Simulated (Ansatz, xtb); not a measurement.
# CH3GeK: which of two spin states lies lower

Structure X is `[CH3][Ge][K]`, a triplet and structure Y is `[CH3][Ge][K]`, a singlet. Both are isolated molecules in the gas phase, relaxed with B3LYP/6-31G*.

X (Å):

```yaml
atoms:
  - { symbol: C, position_ang: [-1.7362, -0.9196, -1.1811] }
  - { symbol: Ge, position_ang: [-0.1432, -1.5528, -0.0800] }
  - { symbol: K, position_ang: [2.5929, -0.6620, 0.9327] }
  - { symbol: H, position_ang: [-2.4893, -1.7143, -1.2340] }
  - { symbol: H, position_ang: [-2.1988, -0.0370, -0.7258] }
  - { symbol: H, position_ang: [-1.4291, -0.6683, -2.2023] }
```

Y (Å):

```xyz
6

C     0.4363    0.4364    0.6823
Ge    0.0905   -1.4758    0.0440
K    -1.4501   -0.8987   -2.9229
H     1.2018    0.4737    1.4649
H    -0.5186    0.7467    1.1396
H     0.6717    1.1688   -0.0955
```

Task: Which of the two would you expect CCSD(T)/def2-TZVPP electronic energies to favour?

Result: Structure X; the calculation gives E(Y) − E(X) = +10.7 kcal/mol.

Level by level:

| level | geometry | E(Y) − E(X) (kcal/mol) | departure from the last row (kcal/mol) | job, with rough time for the two |
| --- | --- | --- | --- | --- |
| B3LYP/6-31G* | B3LYP/6-31G* | +7.8 | −2.9 | optimisation, 2 min |
| HF/def2-TZVPP | B3LYP/6-31G* | +25.1 | +14.4 | part of the CCSD(T) run |
| MP2/def2-TZVPP | B3LYP/6-31G* | +13.5 | +2.8 | part of the CCSD(T) run |
| CCSD(T)/def2-TZVPP | B3LYP/6-31G* | +10.7 |  | single point, 2.8 min |

None of the levels shown reverses the order. The largest departure from CCSD(T)/def2-TZVPP is that of HF/def2-TZVPP, 14.4 kcal/mol. Levels run at GFN2-xTB geometries aren't shown.

With harmonic frequencies from B3LYP/6-31G* (ideal gas, rigid rotor, one conformer each, 298.15 K, 1 atm): on the last row, ΔE + ΔZPE = +10.5 kcal/mol. A mode under 50 cm⁻¹ makes harmonic enthalpies and free energies unreliable, so none is given.

Open shells are spin-unrestricted. The closed-shell singlet above a triplet ground state is poorly described by one determinant. The correlated steps freeze 15 core orbitals; the filled d shell of Ge is correlated; the last core shell of K is correlated, in a basis made for valence electrons. ΔG holds the spin degeneracy. Codes used: Ansatz 0.2.0; the last row on 2 threads of Intel(R) Xeon(R) Processor @ 2.70GHz on a shared host.
